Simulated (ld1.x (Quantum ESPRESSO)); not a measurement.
## An all-electron radial function and its pseudo partner (nitrogen)

Columns: radius, all-electron u(r) and pseudo u(r) of the 2s shell (level -18.42 eV) of nitrogen in the configuration [He] 2s2 2p3; LDA (PZ), scalar-relativistic, PAW scheme, ld1.x (Quantum ESPRESSO) 7.5.

```json
{"r (bohr)": "0.090", "all-electron": "0.3739", "pseudo": "-0.1413"}
{"r (bohr)": "0.180", "all-electron": "0.3317", "pseudo": "-0.2781"}
{"r (bohr)": "0.270", "all-electron": "0.1323", "pseudo": "-0.4064"}
{"r (bohr)": "0.360", "all-electron": "-0.1057", "pseudo": "-0.5227"}
{"r (bohr)": "0.450", "all-electron": "-0.3288", "pseudo": "-0.6243"}
{"r (bohr)": "0.540", "all-electron": "-0.5157", "pseudo": "-0.7096"}
{"r (bohr)": "0.630", "all-electron": "-0.6608", "pseudo": "-0.7779"}
{"r (bohr)": "0.720", "all-electron": "-0.7655", "pseudo": "-0.8293"}
{"r (bohr)": "0.810", "all-electron": "-0.8346", "pseudo": "-0.8646"}
{"r (bohr)": "0.900", "all-electron": "-0.8738", "pseudo": "-0.8850"}
{"r (bohr)": "0.990", "all-electron": "-0.8891", "pseudo": "-0.8917"}
{"r (bohr)": "1.080", "all-electron": "-0.8858", "pseudo": "-0.8860"}
{"r (bohr)": "1.170", "all-electron": "-0.8685", "pseudo": "-0.8685"}
{"r (bohr)": "1.260", "all-electron": "-0.8409", "pseudo": "-0.8409"}
{"r (bohr)": "1.350", "all-electron": "-0.8062", "pseudo": "-0.8062"}
{"r (bohr)": "1.440", "all-electron": "-0.7667", "pseudo": "-0.7667"}
{"r (bohr)": "1.530", "all-electron": "-0.7244", "pseudo": "-0.7244"}
{"r (bohr)": "1.620", "all-electron": "-0.6808", "pseudo": "-0.6808"}
{"r (bohr)": "1.710", "all-electron": "-0.6369", "pseudo": "-0.6369"}
{"r (bohr)": "1.800", "all-electron": "-0.5935", "pseudo": "-0.5935"}
{"r (bohr)": "1.890", "all-electron": "-0.5513", "pseudo": "-0.5513"}
{"r (bohr)": "1.980", "all-electron": "-0.5106", "pseudo": "-0.5106"}
{"r (bohr)": "2.070", "all-electron": "-0.4717", "pseudo": "-0.4717"}
{"r (bohr)": "2.160", "all-electron": "-0.4349", "pseudo": "-0.4349"}
{"r (bohr)": "2.250", "all-electron": "-0.4002", "pseudo": "-0.4002"}
{"r (bohr)": "2.340", "all-electron": "-0.3677", "pseudo": "-0.3677"}
```

**Question.** How many radial nodes do the two functions have?

**Answer.** The all-electron 2s function has n − l − 1 = 1; the pseudo-wave has 0, since the states of the same l below it are removed with the core.

**Question.** At about which radius was the pseudo-wave matched?

**Answer.** 1.15 bohr, where the columns begin to agree (steps of 0.09 bohr).

**Question.** Is the pseudo-wave norm-conserving?

**Answer.** No, it belongs to a PAW set: the norm inside the radius is not constrained, and the difference is carried by the augmentation charge.
